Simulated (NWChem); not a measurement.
Everything below was run with NWChem. System: F$_{6}$W, charge 1, spin multiplicity 2, at the geometry of a parent with another charge or spin, in a state set for the comparison that need not be this species' ground state. Its SCF solution wasn't tested for a lower state.

Job file:

```
start mol
memory heap 200 mb stack 900 mb global 1100 mb
charge 1
geometry units angstroms nocenter noautoz
  W      0.000000     0.000000     0.000000
  F      1.861468     0.000000     0.000000
  F     -1.861468     0.000000     0.000000
  F      0.000000     0.000000     1.861473
  F      0.000000     1.861466     0.000000
  F      0.000000    -1.861466     0.000000
  F      0.000000     0.000000    -1.861473
  symmetry group D2h
end
basis spherical
  * library def2-svp
end
ecp
  W library def2-ecp
end
dft
  xc xpbe96 cpbe96
  odft
  mult 2
  semidirect memsize 60000000 filesize 0
  iterations 100
end
task dft energy
```

The output up to the point where the run's verdict is printed (cleaned and shortened):

```
             Northwest Computational Chemistry Package (NWChem) 7.3.0
             --------------------------------------------------------

                                NWChem Input Module
                                -------------------

 Scaling coordinates for geometry "geometry" by  1.889725989
 (inverse scale =  0.529177249)

 Turning off AUTOSYM since
 SYMMETRY directive was detected!

                             Geometry "geometry" -> ""
                             -------------------------

 Output coordinates in angstroms (scale by  1.889725989 to convert to a.u.)

  No.       Tag          Charge          X              Y              Z
 ---- ---------------- ---------- -------------- -------------- --------------
    1 W                   74.0000     0.00000000     0.00000000     0.00000000
    2 F                    9.0000     1.86146800     0.00000000     0.00000000
    3 F                    9.0000    -1.86146800     0.00000000     0.00000000
    4 F                    9.0000     0.00000000     0.00000000     1.86147300
    5 F                    9.0000     0.00000000     1.86146600     0.00000000
    6 F                    9.0000     0.00000000    -1.86146600     0.00000000
    7 F                    9.0000     0.00000000     0.00000000    -1.86147300

 Effective nuclear repulsion energy (a.u.)    1365.9077690710

            Nuclear Dipole moment (a.u.)
            ----------------------------
        X                 Y               Z
 ---------------- ---------------- ----------------
     0.0000000000     0.0000000000     0.0000000000

      Symmetry information
      --------------------

 Group name             D2h
 Group number             26
 Group order               8
 No. of unique centers     4

      Symmetry unique atoms

     1    2    4    5


 Summary of "ao basis" -> "" (spherical)
 ------------------------------------------------------------------------------
       Tag                 Description            Shells   Functions and Types
 ---------------- ------------------------------  ------  ---------------------
 *                          def2-svp                  on all atoms
[...]
 d= 0,ls=0.5,diis    75   -664.4419128464 -8.42D-04  1.91D-04  2.47D-04    20.3
                                                     1.48D-04  3.04D-04
 d= 0,ls=0.5,diis    76   -664.4425446555 -6.32D-04  1.65D-04  3.72D-04    20.6
                                                     1.38D-04  3.90D-04
 d= 0,ls=0.5,diis    77   -664.4431023256 -5.58D-04  1.63D-04  4.37D-04    20.8
                                                     1.72D-04  4.61D-04
 d= 0,ls=0.5,diis    78   -664.4437139997 -6.12D-04  1.44D-04  3.28D-04    21.0
                                                     1.49D-04  3.08D-04
 d= 0,ls=0.5,diis    79   -664.4442163446 -5.02D-04  1.27D-04  2.71D-04    21.3
                                                     1.40D-04  2.52D-04
 d= 0,ls=0.5,diis    80   -664.4446474338 -4.31D-04  1.22D-04  2.06D-04    21.5
                                                     1.34D-04  2.13D-04
 d= 0,ls=0.5,diis    81   -664.4450188320 -3.71D-04  1.11D-04  1.45D-04    21.8
                                                     1.17D-04  1.66D-04
 d= 0,ls=0.5,diis    82   -664.4453136936 -2.95D-04  1.05D-04  1.57D-04    22.0
                                                     9.60D-05  1.62D-04
 d= 0,ls=0.5,diis    83   -664.4455236872 -2.10D-04  9.54D-05  2.76D-04    22.2
                                                     8.55D-05  2.06D-04
 d= 0,ls=0.5,diis    84   -664.4456922452 -1.69D-04  8.10D-05  3.61D-04    22.4
                                                     7.86D-05  2.71D-04
 d= 0,ls=0.5,diis    85   -664.4458724536 -1.80D-04  7.31D-05  3.00D-04    22.7
                                                     7.24D-05  2.35D-04
 d= 0,ls=0.5,diis    86   -664.4460287743 -1.56D-04  6.64D-05  2.40D-04    22.9
                                                     6.81D-05  1.93D-04
 d= 0,ls=0.5,diis    87   -664.4461456793 -1.17D-04  5.86D-05  2.37D-04    23.1
                                                     6.43D-05  1.90D-04
 d= 0,ls=0.5,diis    88   -664.4462492573 -1.04D-04  5.12D-05  2.18D-04    23.4
                                                     6.06D-05  1.81D-04
 d= 0,ls=0.5,diis    89   -664.4463537308 -1.04D-04  4.61D-05  1.54D-04    23.6
                                                     5.66D-05  1.35D-04
 d= 0,ls=0.5,diis    90   -664.4464445669 -9.08D-05  4.17D-05  9.33D-05    23.8
                                                     4.88D-05  8.95D-05
 d= 0,ls=0.5,diis    91   -664.4464990775 -5.45D-05  3.69D-05  1.03D-04    24.1
                                                     4.53D-05  1.01D-04
 d= 0,ls=0.5,diis    92   -664.4465500556 -5.10D-05  3.28D-05  9.57D-05    24.3
                                                     4.22D-05  9.72D-05
 d= 0,ls=0.5,diis    93   -664.4465947903 -4.47D-05  2.89D-05  8.51D-05    24.5
                                                     3.98D-05  9.13D-05
 d= 0,ls=0.5,diis    94   -664.4466348627 -4.01D-05  2.56D-05  7.13D-05    24.8
                                                     4.15D-05  8.27D-05
 d= 0,ls=0.5,diis    95   -664.4466804009 -4.55D-05  2.32D-05  3.83D-05    25.0
                                                     3.81D-05  4.74D-05
 d= 0,ls=0.5,diis    96   -664.4467126068 -3.22D-05  2.22D-05  3.01D-05    25.2
                                                     3.46D-05  3.82D-05
 d= 0,ls=0.5,diis    97   -664.4467352127 -2.26D-05  2.33D-05  3.59D-05    25.4
                                                     3.15D-05  4.37D-05
 d= 0,ls=0.5,diis    98   -664.4467505507 -1.53D-05  1.91D-05  5.33D-05    25.6
                                                     2.98D-05  5.65D-05
 d= 0,ls=0.5,diis    99   -664.4467685303 -1.80D-05  1.78D-05  5.44D-05    25.8
                                                     2.79D-05  5.67D-05
 d= 0,ls=0.5,diis   100   -664.4467831882 -1.47D-05  1.56D-05  5.93D-05    26.0
                                                     2.67D-05  5.99D-05
```

The run did not converge; its last values are not results. The next line reads: Calculation failed to converge. NWChem stopped with the message: dft energy failed.
